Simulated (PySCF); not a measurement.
C6H11O2 (doublet state).
Geometry (GFN2-xTB, Å), atoms numbered from 1 in this order:
```
atom  x, y, z in Å
C1    -1.661   -0.896   -1.101
C2    -0.910   -0.233    0.048
C3    -1.492    1.137    0.386
C4     0.572   -0.086   -0.314
O5     1.265   -1.341   -0.420
C6     2.253   -0.969    0.545
C7     1.521    0.315    0.778
O8     2.123    1.529    0.967
H9    -1.664   -0.249   -1.977
H10   -1.175   -1.832   -1.362
H11   -2.690   -1.101   -0.816
H12   -0.969   -0.877    0.931
H13   -1.400    1.811   -0.465
H14   -0.979    1.573    1.240
H15   -2.546    1.045    0.634
H16    0.663    0.497   -1.246
H17    3.254   -0.872    0.104
H18    2.297   -1.676    1.379
H19    1.528    2.232    0.682
```

The hyperfine couplings belong to this conformer and change with its torsions.

Identity: `CC(C)[C@@H]1OC[C]1O` [radical].

Level of theory: UKS B3LYP, pcH-1 on C H O, non-relativistic, mean-field spin-orbit, GIAO in PySCF. Isolated species at its GFN2-xTB geometry (one conformer only). Couplings are sensitive to structure, and on GFN2-xTB geometries they can be far from those on DFT ones. The SCF solution wasn't tested for stability.

Principal values of hyperfine tensors in MHz (contact and dipolar terms together), for some of the nuclei:

```
atom  isotope      A1      A2     A3
 H17       1H   58.81   60.50  70.26
 H18       1H   55.85   56.86  71.17
 H16       1H   50.80   52.16  62.63
  C2      13C   30.81   31.08  38.91
  O8      17O  -90.42    1.79   4.12
 H19       1H  -25.02  -20.38  10.49
  C6      13C  -12.06   -9.62  -2.79
  C4      13C   -6.36   -4.34   3.13
```

(1) Give the isotropic coupling of each nucleus in MHz and in mT (g = 2.0031), and the anisotropic part.

(2) What spin density at the nucleus of H18 lies behind its contact coupling (g_N = 5.58569)?

(3) C7 (13C, g_N = 1.40482) isn't in the table. Its spin density at the nucleus is 0.1952 bohr⁻³. What is its contact coupling?

(4) Which nucleus of the table has the largest anisotropic coupling, and what is its form?

(5) In a single crystal, with the field along each principal axis of the tensor of H16 in turn, what first-order splitting does this nucleus give (isotropic g, quadrupole terms neglected)?

Results:

(1) a_iso is a third of the trace, T = A − a_iso, and a(mT) = a(MHz)/(g × 13.996).

```
atom  a_iso (MHz)  a_iso (mT)      T1     T2     T3
 H17        63.19       2.254   -4.38  -2.69   7.07
 H18        61.29       2.186   -5.44  -4.43   9.88
 H16        55.20       1.969   -4.40  -3.04   7.43
  C2        33.60       1.198   -2.79  -2.52   5.31
  O8       -28.17      -1.005  -62.25  29.96  32.29
 H19       -11.64      -0.415  -13.38  -8.75  22.13
  C6        -8.16      -0.291   -3.90  -1.47   5.37
  C4        -2.52      -0.090   -3.84  -1.82   5.65
```

(2) a_FC = (2μ0/3) gₑ μB g_N μN ρ(0)/(2S·h) = 800.24 MHz × g_N × ρ(0)/(2S), with ρ in bohr⁻³. With a_FC = 61.29 MHz and 2S = 1, ρ(0) = 0.01371 bohr⁻³. In magnitude that is 4.3 % of the 1/π = 0.318 of a free hydrogen atom.

(3) By the same relation, a_FC = 219.4 MHz. Its full tensor has the principal values 145.20, 148.09, 364.97 MHz.

(4) O8: -62.3, 30.0, 32.3 MHz, nearly axial, close to the ratio +1:+1:−2.

(5) 2 lines (I = 1/2), spaced by |A_i|/(g × 13.996): 1.81, 1.86, 2.23 mT along the axes of A1, A2 and A3.
